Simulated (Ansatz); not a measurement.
Input for Ansatz (an electronic-structure program): U-PBE0/def2-TZVPP on CoN, 2S+1 = 5, a spin state set in the input, which need not be the lowest.

Ansatz 0.2 input:
```yaml
crystal:
  periodic: [false, false, false]
  atoms:
    - {symbol: Co, position_ang: [0.00000000, 0.00000000, 0.00000000]}
    - {symbol: N, position_ang: [0.00000000, 0.00000000, 1.87100000]}
basis:
  gaussian:
    orbitals: def2-TZVPP
hamiltonian:
  xc: {name: PBE0}
magnetization: {spin_polarized: true, initial_magnetization: 4}
relax: {f_tol: 0.002, max_steps: 120}
```

Give the final energy of this run.

-1437.1200 hartree.

How many basis functions does it have, and what does it roughly cost on one machine?

95 functions; around 40 core-seconds (rough).
